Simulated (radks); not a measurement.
Br III, configuration [Ar] 3d10 4s2 4p2 5p1 (not the ground configuration). All-electron calculation, scalar-relativistic Kohn-Sham, PBEsol, spin-unpolarised, spherical densities, finite nucleus; Fermi nuclear charge, rms radius 4.1629 fm. Program: a radial shooting solver on a logarithmic mesh with Libxc functionals.

Normalised radial functions P(r) = r R(r), r in bohr:

```
   r/bohr * 3s, o 3p, + 5p (the largest magnitude, 1.44, reaches the edge; | marks zero, & curves that meet)
 0.002219                             & *
  0.00296                             &  *
 0.003947                             &   *
 0.005307                             &    *
 0.007078                             &     *
 0.009517                             +o     *
  0.01269                             +o      *
  0.01707                             + o      *
  0.02276                             +  o     *
  0.03036                             |+   o  *
  0.04081                             |+   *  o
  0.05444                             *+        o
  0.07319                       *     | +          o
  0.09761                *            | +            o
   0.1302              *              | +          o
    0.175                  *          |+    o
   0.2335                        o   +*
   0.3139           o              +  |               *
   0.4186   o                      +  |                          *
   0.5584   o                       + |                          *
   0.7507          o                  |+                *
    1.001                   o         |   +    *
    1.346                          o  | *   +
    1.795                            o*  +
    2.414                          +  &
     3.22                     +       &
    4.294                  +          &
    5.773                      +      &
      7.7                          +  &
    10.35                            +&
    13.81                             &
```

3s: eigenvalue -269.05 eV, 2 radial nodes at r = 0.0551, 0.231 bohr, <r> = 0.552 bohr, 90 % of the charge inside 0.821 bohr. 3p: eigenvalue -204.66 eV, 1 radial node at r = 0.207 bohr, <r> = 0.564 bohr, 90 % of the charge inside 0.861 bohr. 5p: eigenvalue -11.241 eV, 3 radial nodes at r = 0.200, 0.680, 2.13 bohr, <r> = 4.43 bohr, 90 % of the charge inside 6.27 bohr.
